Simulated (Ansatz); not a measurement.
Reaction (isomerisation): `[CH3][Sn]([CH3])([F])[F]` → `C[CH2][SnH]([F])[F]`

Program: Ansatz. Geometries: PBE0-D4/def2-TZVP. ΔE: electronic, gas phase. CBS: MP2 limit from def2 TZ/QZ plus the TZ coupled-cluster correction, frozen cores. Functionals use def2-TZVPP. Elements past krypton have def2 core potentials. For Sn outer-core shells are correlated without core-valence functions, which leaves a few kJ/mol of doubt a bond. One conformer a species, not always the lowest.

```json
{"level": "ωB97M-V", "ΔE (kJ/mol)": "50.9"}
{"level": "r2SCAN0", "ΔE (kJ/mol)": "51.2"}
```

Q: What does CCSD(T)/CBS give? (Estimate.)

A: Computed: +55.5 kJ/mol. The listed levels differ from it by -4.6, -4.3 kJ/mol.

Largest T1 diagnostic among the species: 0.013.

Leaving LDA and LC-ωPBE aside and taking each functional with its dispersion term where it has one, the values, not all of them listed here, spread over 8.4 kJ/mol, from B97M-V to B2PLYP. LDA lies −6.9 kJ/mol from PBE without D4. At CCSD(T), def2-SVP lies −19.8 kJ/mol from the extrapolated value and def2-TZVPP −2.7 kJ/mol.
